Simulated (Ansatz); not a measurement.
Reaction (redistribution): `[NH2][GeH]([Cl])[Cl]` + `C[O][SnH]([Cl])[O]C` → `[NH2][Ge]([Cl])([Cl])[Cl]` + `C[O][SnH2][O]C`

Gas-phase electronic energies from Ansatz, PBE0-D4/def2-TZVP geometries. CBS: MP2 limit from def2 TZ/QZ plus the TZ coupled-cluster correction, frozen cores. Functionals use def2-TZVPP. B3LYP here is the variant with VWN-RPA as its local correlation; programs differ in this. def2 core potentials past Kr. For Ge, Sn outer-core shells are correlated without core-valence functions, which leaves a few kJ/mol of doubt a bond. Scalar relativity is left out up to krypton. One conformer a species, not always the lowest.

| level | ΔE (kJ/mol) | difference from CCSD(T)/CBS |
| --- | --- | --- |
| r2SCAN-D4 | 23.0 | -5.9 |
| B3LYP-D4 | 22.9 | -6.0 |
| ωB97M-V | 21.6 | -7.3 |
| B3LYP | 25.6 | -3.3 |
| HF/def2-TZVPP | 29.4 | 0.5 |
| MP2/def2-TZVPP | 19.4 | -9.5 |
| SCS-MP2/def2-TZVPP | 20.5 | -8.4 |
| MP2/def2-QZVPP | 25.5 | -3.4 |
| HF/CBS(def2) | 32.1 | 3.2 |
| CCSD/CBS(def2) | 30.0 | 1.1 |
| CCSD(T)/CBS | 28.9 | 0 |

Largest T1 diagnostic among the species: 0.014.

In def2-TZVPP, CCSD(T) changes the Hartree–Fock value by −9.8 kJ/mol (the triples alone add −1.1 kJ/mol) and MP2 by −10.1 kJ/mol.

CCSD(T)/CBS has its own doubt, a few kJ/mol and more with outer-core shells, so smaller differences from it don't rank the levels.
